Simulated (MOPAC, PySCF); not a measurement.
C₂H₁₀GeSi, SMILES `[GeH2]([CH3])[SiH2]C` (C–Si–Ge–C torsion 179°), neutral singlet in the gas phase. 

Cartesian coordinates (Å):
SMILES: C[SiH2][GeH2][CH3]
```xyz
14

C      1.9267     0.7588     0.4744
Si     1.2291    -0.9154    -0.0632
Ge    -1.0639    -0.7397    -0.7293
C     -1.8079    -2.4853    -1.2740
H      1.8667     1.4868    -0.3499
H      2.9817     0.6690     0.7779
H      1.3566     1.1608     1.3268
H      2.0231    -1.4608    -1.2079
H      1.3308    -1.9000     1.0587
H     -1.1954     0.2581    -1.9077
H     -1.9094    -0.1699     0.4379
H     -1.2380    -2.8926    -2.1222
H     -1.7515    -3.1988    -0.4386
H     -2.8605    -2.3769    -1.5754
```
Charge 0, multiplicity 1.

All levels are single points at this geometry (B3LYP-D3(BJ)/def2-SVP); Pople sets use spherical d functions. Orbital energies aren't observables, and empty levels follow the basis.

```json
[
 {"level": "ωB97X-D3(BJ)/def2-TZVP in PySCF", "HOMO (eV)": "-9.94", "LUMO (eV)": "1.99", "gap (eV)": "11.93", "dipole (D)": "0.27", "vertical IE, Delta-SCF (eV)": "9.74"},
 {"level": "B3LYP/6-31G* in PySCF", "HOMO (eV)": "-7.28", "LUMO (eV)": "0.37", "gap (eV)": "7.65", "dipole (D)": "0.19", "vertical IE, Delta-SCF (eV)": "9.44"},
 {"level": "B3LYP/LANL2DZ in PySCF", "HOMO (eV)": "-7.55", "LUMO (eV)": "0.39", "gap (eV)": "7.95", "dipole (D)": "0.12", "vertical IE, Delta-SCF (eV)": "–"},
 {"level": "BP86/6-31G* in PySCF", "HOMO (eV)": "-6.48", "LUMO (eV)": "-0.23", "gap (eV)": "6.25", "dipole (D)": "0.18", "vertical IE, Delta-SCF (eV)": "–"},
 {"level": "M06-2X/6-31G* in PySCF", "HOMO (eV)": "-8.55", "LUMO (eV)": "1.15", "gap (eV)": "9.71", "dipole (D)": "0.17", "vertical IE, Delta-SCF (eV)": "–"},
 {"level": "SVWN5/6-31G* in PySCF", "HOMO (eV)": "-6.43", "LUMO (eV)": "-0.39", "gap (eV)": "6.05", "dipole (D)": "0.19", "vertical IE, Delta-SCF (eV)": "9.32"},
 {"level": "HF/3-21G in PySCF", "HOMO (eV)": "-10.13", "LUMO (eV)": "3.75", "gap (eV)": "13.88", "dipole (D)": "0.06", "vertical IE, Delta-SCF (eV)": "–"},
 {"level": "AM1 in MOPAC", "HOMO (eV)": "-10.04", "LUMO (eV)": "-0.86", "gap (eV)": "9.18", "dipole (D)": "0.82", "vertical IE, Delta-SCF (eV)": "–"},
 {"level": "PM7 in MOPAC", "HOMO (eV)": "-9.93", "LUMO (eV)": "-0.52", "gap (eV)": "9.41", "dipole (D)": "0.85", "vertical IE, Delta-SCF (eV)": "–"}
]
```
